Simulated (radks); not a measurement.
Results of a calculation; reference values are marked as such.
Question: These are the eigenvalues of the occupied orbitals of an atom or ion with whole-number occupations (hartree). Level of theory: scalar-relativistic Kohn-Sham, PBE, spin-unpolarised, spherical densities, finite nucleus; Fermi nuclear charge, rms radius of each element as measured or else 0.836 A^(1/3) + 0.57 fm (a radial shooting solver on a logarithmic mesh with Libxc functionals).

orbital  eigenvalue
1s        -279.0392
2s        -33.03758
2p        -28.29485
3s         -3.76328
3p         -2.41210
3d         -0.30150
4s         -0.20102

Which element is it, and in what charge state? The configuration may be excited.

Answer: Z = 27, cobalt, charge 0: Co in [Ar] 3d7 4s2. The list shows which subshells hold electrons but not how many an open one holds; the 1s level, -279.04 hartree, gives Z - s = 23.6 by -(Z - s)^2/2, which with screening and relativity narrows Z to a few neighbours, and the depths of the outer levels then fix element, charge and occupations together.
